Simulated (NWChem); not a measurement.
Molecule: CH$_{4}$O$_{2}$Te; SMILES CO[Te]O

```xyz
8

Te     0.2802    -0.4537     0.0413
O     -1.6654    -0.8582    -0.0360
H     -1.9533    -1.0639     0.8634
O      0.1779     1.4426     0.6189
C     -0.2162     2.4012    -0.3342
H     -1.2607     2.2552    -0.6611
H     -0.1410     3.3878     0.1511
H      0.4304     2.4034    -1.2307
```
Atoms are numbered in this order, from 1.

Level: PBE0/def2-SVP with def2 effective core potentials on Te (NWChem), optimised geometry, unscaled harmonic frequencies. def2 effective core potentials on Te; no spin-orbit coupling.

Task: List the harmonic frequencies with IR intensities, and the thermochemistry.

Result: 
| frequency (cm⁻¹) | IR intensity (km/mol) |
|---|---|
| 91 | 4.9 |
| 123 | 0.2 |
| 233 | 14.0 |
| 279 | 4.6 |
| 453 | 114.8 |
| 566 | 45.9 |
| 619 | 47.9 |
| 1004 | 46.7 |
| 1108 | 140.7 |
| 1169 | 2.9 |
| 1181 | 9.1 |
| 1449 | 8.2 |
| 1457 | 13.7 |
| 1479 | 13.5 |
| 3015 | 68.8 |
| 3103 | 30.4 |
| 3132 | 16.1 |
| 3856 | 107.5 |

zero-point energy: 34.7 kcal/mol
thermal correction to the enthalpy at 298.15 K (with zero-point energy): 39.1 kcal/mol
heat capacity Cv: 18.1 cal/(mol K)
entropy at 298.15 K and 1 atm (symmetry number 1): 79.8 cal/(mol K)

Rigid rotor and harmonic oscillator; modes under 100 cm⁻¹ make the entropy uncertain.
